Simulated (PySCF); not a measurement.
# Working out the excitation energy of S

S [Ne] 3s2 3p4 (3P) → S [Ne] 3s2 3p3 4s1 (5S). All numbers are calculated (PySCF 2.14, no relativity, point nucleus, in aug-cc-pV(T+d)Z (6s5p4d2f, 55 functions)). Frozen: [Ne]. Energies in hartree (1 hartree = 27.21139 eV):

| part | S (lower) | S (upper) |
| --- | --- | --- |
| UHF | -397.509982 | -397.283930 |
| CCSD correlation | -0.142152 | -0.122862 |
| (T) | -0.005143 | -0.004918 |

Q: What does Hartree-Fock give?

A: (-397.283930) − (-397.509982) = 0.226052 hartree = 6.151 eV.

Q: What do CCSD and CCSD(T) give?

A: The CCSD correlation energies differ by 0.019290 hartree = 0.525 eV and the triples by 0.000225 hartree = 0.006 eV, so CCSD gives 6.676 eV and CCSD(T) 6.682 eV.

Measured between the centres of the two terms (NIST): 6.500 eV, so CCSD(T) (valence) is off by 0.182 eV.

What remains against the reference includes basis incompleteness, the frozen core and higher excitations.
